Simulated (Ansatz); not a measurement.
```yaml
crystal:
  periodic: [false, false, false]
  atoms:
    - {symbol: Li, position_ang: [-1.048295, 1.638779, -1.894870]}
    - {symbol: Li, position_ang: [1.121187, 2.477890, 0.152177]}
    - {symbol: Li, position_ang: [-1.840414, 1.703706, 1.124890]}
    - {symbol: Li, position_ang: [0.908231, -2.558206, 0.398773]}
    - {symbol: Li, position_ang: [-0.753313, -0.971133, 2.474147]}
    - {symbol: Li, position_ang: [-0.312560, -1.401505, -2.392069]}
    - {symbol: Li, position_ang: [2.162741, -0.025881, 1.624590]}
    - {symbol: Li, position_ang: [-0.046622, 0.008498, -0.034955]}
    - {symbol: Li, position_ang: [2.365366, 0.268545, -1.461764]}
    - {symbol: Li, position_ang: [-2.517199, -1.126895, -0.048428]}
basis:
  gaussian: {orbitals: def2-TZVP}
total_charge: 1
magnetization: {spin_polarized: true, initial_magnetization: 1}
hamiltonian: {xc: {name: r2SCAN50}}
output: {forces: true}
```

```sh
$ ansatz run in.yaml --threads 4 --pin off --events-out ev --progress --plain --max-ram 3916MiB
```

Output, abridged:

```
Functional definition: r2SCAN50
1518 factors; integrals over basis functions are off by at most 1.6e-4 eV
mean field evaluation 1: about -2033.2079 eV, gradient 2.2e1 eV
mean field evaluation 2: about -2034.4466 eV, gradient 1.8e1 eV
mean field evaluation 4: about -2040.2769 eV, gradient 9.5e-1 eV
mean field evaluation 8: about -2040.4700 eV, gradient 4.6e-1 eV
mean field evaluation 16: about -2040.5701 eV, gradient 1.4e-1 eV
mean field evaluation 32: about -2040.5800 eV, gradient 4.9e-3 eV
mean field evaluation 64: about -2040.5800 eV, gradient 1.5e-6 eV
mean field -2040.57999690 eV, -74.9899317311 hartree, gradient 1.5e-6 eV, S^2 0.988489; 6 other end points of the search recorded, 0 dependent functions left out
reference -2040.58003016 eV, -74.9899329537 hartree; 15, 14 occupied and 125, 126 virtual orbitals, 1518 factors
Total energy: -2040.58003016 eV, -74.9899329537 hartree
Atom 0 at    -1.048295     1.638779    -1.894870 Å, force    -0.046016     0.068670    -0.046471 eV/Å
Atom 1 at     1.121187     2.477890     0.152177 Å, force    -0.014685     0.107992     0.032955 eV/Å
Atom 2 at    -1.840414     1.703706     1.124890 Å, force    -0.014131     0.007131     0.017075 eV/Å
Atom 3 at     0.908231    -2.558206     0.398773 Å, force    -0.021393     0.009756    -0.010557 eV/Å
Atom 4 at    -0.753313    -0.971133     2.474147 Å, force     0.010626     0.014753     0.016679 eV/Å
Atom 5 at    -0.312560    -1.401505    -2.392069 Å, force     0.016584    -0.043266    -0.033181 eV/Å
Atom 6 at     2.162741    -0.025881     1.624590 Å, force     0.032198    -0.005194     0.031791 eV/Å
Atom 7 at    -0.046622     0.008498    -0.034955 Å, force     0.107923    -0.119025    -0.007758 eV/Å
Atom 8 at     2.365366     0.268545    -1.461764 Å, force    -0.027470    -0.044470     0.005129 eV/Å
Atom 9 at    -2.517199    -1.126895    -0.048428 Å, force    -0.043636     0.003652    -0.005660 eV/Å
Dipole moment:    -0.052549    -0.176982    -0.278242 e Å
```

It took 14 s on 4 threads of Intel Xeon Platinum 8488C on a shared host, peak host memory 0.57 GiB.

The charge 1 doublet is spin-contaminated (final ⟨S²⟩ up to 0.99, 0.75 for a pure state).

The dipole of an ion depends on the origin.
